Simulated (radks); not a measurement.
Results of a calculation; reference values are marked as such.
Isoelectronic series with 16 electrons, each ion in its NIST ground configuration. Level of theory: scalar-relativistic Kohn-Sham, SCAN, spin-polarised, spherical densities, finite nucleus; open shells are filled with parallel spins first (spin-orbit coupling, left out, can overturn this in heavy ions); meta-GGA in the generalised Kohn-Sham scheme; Fermi nuclear charge, rms radius of each element as measured or else 0.836 A^(1/3) + 0.57 fm (a radial shooting solver on a logarithmic mesh with Libxc functionals). Total energies (hartree) and orbital eigenvalues (hartree):

ion    configuration  E (hartree)    3p down      3p up    3s down      3s up
S       [Ne] 3s2 3p4   -399.27744   -0.21581   -0.29898   -0.60738   -0.69922
Sc5+    [Ne] 3s2 3p4   -756.63346   -3.71638   -3.88760   -4.58846   -4.76469
Fe10+   [Ne] 3s2 3p4  -1234.03947  -10.15289  -10.40589  -11.53583  -11.79111
Ga15+   [Ne] 3s2 3p4  -1833.03731  -19.44197  -19.77565  -21.38913  -21.72200
Kr20+   [Ne] 3s2 3p4  -2555.83438  -31.58580  -31.99982  -34.17993  -34.59035
Nb25+   [Ne] 3s2 3p4  -3405.20391  -46.60678  -47.10122  -49.96844  -50.45696
Pd30+   [Ne] 3s2 3p4  -4384.50778  -64.53832  -65.11343  -68.83549  -69.40307
Sb35+   [Ne] 3s2 3p4  -5497.76581  -85.42224  -86.07842  -90.88219  -91.53004
Ba40+   [Ne] 3s2 3p4   -6749.7309  -109.3081  -110.0458  -116.2316  -116.9612
Pm45+   [Ne] 3s2 3p4   -8146.0200  -136.2530  -137.0729  -145.0321  -145.8451
Dy50+   [Ne] 3s2 3p4   -9693.1926  -166.3218  -167.2248  -177.4609  -178.3592
